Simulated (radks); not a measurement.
Valence configurations of Se2+ (all share [Ar]). All-electron calculation, scalar-relativistic Kohn-Sham, r2SCAN, spin-polarised, spherical densities, finite nucleus; open shells are filled with parallel spins first; meta-GGA in the generalised Kohn-Sham scheme; Fermi nuclear charge, rms radius 4.14 fm. Program: a radial shooting solver on a logarithmic mesh with Libxc functionals. Energies are relative to 3d10 4s2 4p2; eigenvalues in eV for spin up.

valence	E (eV)	moment (Bohr magnetons)	e(3d)	e(4p)	e(4s)
3d10 4s2 4p2	0.000	2	-77.021	-26.794	-39.474
3d10 4s1.5 4p2.5	4.383	3	-77.710	-27.575	-40.405
3d10 4s1 4p3	7.774	4	-78.290	-28.207	-41.165
3d10 4p4	25.353	2	-80.231	-28.219	-
3d9.5 4s2 4p2.5	25.971	3	-83.678	-28.251	-41.407
3d9 4s2 4p3	54.009	4	-90.449	-29.664	-43.282
3d8.5 4p5.5	116.48	2	-100.46	-30.998	-
3d8 4s2 4p4	120.75	4	-104.59	-31.674	-46.126
3d8 4s1 4p5	134.79	4	-106.11	-32.383	-47.036
3d8 4p6	151.10	2	-107.41	-31.892	-

NIST lists [Ar] 3d10 4s2 4p2 as the ground configuration; this level of theory agrees among the configurations tried. The energies are those of spherical high-spin densities, not of single terms.
